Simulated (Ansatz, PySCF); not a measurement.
This Ansatz (a first-principles code) input computes a PBE0/def2-TZVPD energy:

Ansatz 0.2 input:
```yaml
crystal:
  periodic: [false, false, false]
  atoms:
    - {symbol: Si, position_ang: [0.23074431, -0.00199653, -1.03087100]}
    - {symbol: C, position_ang: [1.76283007, -0.39303382, -1.74625183]}
    - {symbol: C, position_ang: [-1.18658798, -1.18952272, -1.42486773]}
    - {symbol: C, position_ang: [-0.34101954, 1.78771306, -1.24136662]}
    - {symbol: Br, position_ang: [-0.10227661, -0.06390430, 1.50811104]}
    - {symbol: H, position_ang: [2.09034133, -1.42847891, -1.80724595]}
    - {symbol: H, position_ang: [2.58593842, 0.31651214, -1.69969391]}
    - {symbol: H, position_ang: [-0.87866158, -2.21662119, -1.21626856]}
    - {symbol: H, position_ang: [-1.45344037, -1.12211251, -2.48335476]}
    - {symbol: H, position_ang: [-2.06610208, -0.97213636, -0.81711643]}
    - {symbol: H, position_ang: [-0.56931184, 1.99089286, -2.29148553]}
    - {symbol: H, position_ang: [0.45234224, 2.46982637, -0.92742065]}
    - {symbol: H, position_ang: [-1.22318034, 1.99578041, -0.63418970]}
basis:
  gaussian:
    orbitals: def2-TZVPD
hamiltonian:
  xc: {name: PBE0}
total_charge: -1
output: {forces: true}
```

**Question.** Write an input for the same energy in PySCF and say what it gives.

**Answer.** 
```python
from pyscf import gto, scf, dft

mol = gto.M(
    atom='''
    Si    0.23074431   -0.00199653   -1.03087100
    C     1.76283007   -0.39303382   -1.74625183
    C    -1.18658798   -1.18952272   -1.42486773
    C    -0.34101954    1.78771306   -1.24136662
    Br   -0.10227661   -0.06390430    1.50811104
    H     2.09034133   -1.42847891   -1.80724595
    H     2.58593842    0.31651214   -1.69969391
    H    -0.87866158   -2.21662119   -1.21626856
    H    -1.45344037   -1.12211251   -2.48335476
    H    -2.06610208   -0.97213636   -0.81711643
    H    -0.56931184    1.99089286   -2.29148553
    H     0.45234224    2.46982637   -0.92742065
    H    -1.22318034    1.99578041   -0.63418970
    ''',
    basis='def2-tzvpd',
    charge=-1,
    spin=0,
    verbose=4,
)

mf = dft.RKS(mol, xc='pbe0').density_fit(auxbasis='def2-universal-jkfit')
mf.grids.level = 3
mf.conv_tol = 1e-9
mf.max_cycle = 100
mf.max_memory = 1500
mf.kernel()
if not mf.converged:
    mf = mf.newton()
    mf.kernel(mf.make_rdm1())
mf.analyze()
```
It gives -2982.35011 Eh, and Ansatz -2982.35000 Eh, a difference of 0.11 mEh, from the treatment of integrals and grids.

It need not be the lowest isomer of its formula. Whether it binds its extra electron was not tested at this geometry.
